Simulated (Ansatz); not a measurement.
Mulliken charges of CH6GeSi (`[CH2]1[SiH2][GeH2]1`) from PBE/def2-TZVPP in Ansatz (PBE0-D4/def2-TZVP geometry).

```
atom   x (Å)   y (Å)   z (Å)  charge (e)
  C1  -0.727   0.082  -0.694      -0.333
 Si2   0.888   0.880  -0.151       0.132
 Ge3  -0.041  -0.948   0.886       0.061
  H4  -1.648   0.637  -0.533       0.112
  H5  -0.738  -0.453  -1.640       0.112
  H6   0.802   2.227   0.459      -0.047
  H7   2.050   0.731  -1.058      -0.047
  H8   0.399  -2.377   0.569       0.004
  H9  -0.898  -0.824   2.145       0.004
```

By hand: the dipole of these point charges (1 e Å = 4.8032 D).

Σ q r = (-0.046, -0.100, 0.061) e Å, of length 0.126 e Å = 0.61 D.

How does the dipole of the full density compare? (An estimate is asked.)

Ansatz gave: (-0.060, 0.013, -0.062) e Å, 0.42 D; the point charges give 1.45 times that, at 102° from its direction.

Point charges leave out the atoms' own dipoles, such as those of lone pairs, and Mulliken's split depends on the basis, so the two needn't agree.
